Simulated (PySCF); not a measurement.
Spinor energies of Er⁵⁰⁺ (erbium, charge +50)

Start: [Ar]. Calculated with PySCF 2.14 in an even-tempered Gaussian basis (18 s from 13 bohr⁻², ratio 2.4; 14 p from 17 bohr⁻², ratio 2.4; 4 d from 64 bohr⁻², ratio 2.6; 4 f from 97 bohr⁻², ratio 2.6): generalised Hartree-Fock with the X2C-1e Hamiltonian and a Gaussian nucleus; one run each with spin-orbit coupling (SO) switched off, then screened by Boettger's factors.

```
spinor shell  electrons  ε, spin-free (eV)  ε, screened SO (eV)  weight of nominal j (screened SO)  rms radius, screened SO (bohr)
       1s1/2          2           -61164.9             -61152.7                              1.000                          0.0231
       2s1/2          2           -13117.8             -13114.2                              1.000                          0.0924
       2p1/2          2           -11995.0             -12656.1                              1.000                          0.0788
       2p3/2          4           -11995.0             -11718.1                              1.000                          0.0852
       3s1/2          2            -5067.9              -5066.9                              1.000                           0.224
       3p1/2          2            -4713.2              -4878.9                              1.000                           0.214
       3p3/2          4            -4713.2              -4642.8                              1.000                           0.225
```

| quantity | spin-free | screened SO |
| --- | --- | --- |
| E (hartree) | -10700.28930 | -10710.90672 |
| M_J | 0 | 0 |
| ⟨J²⟩ | 0.000 | 0.000 |
| ⟨L²⟩ | 0.000 | 0.038 |
| ⟨S²⟩ | 0.000 | 0.038 |

Breit and QED terms are absent; they matter most for the inner s and p1/2 levels.

Densities and radii are taken from the X2C orbitals without a picture-change correction, which distorts them close to the nucleus.

Without spin-orbit coupling the j labels of p, d and f shells carry no meaning; the spin-free column gives the mean over the occupied spinors of each nl shell.
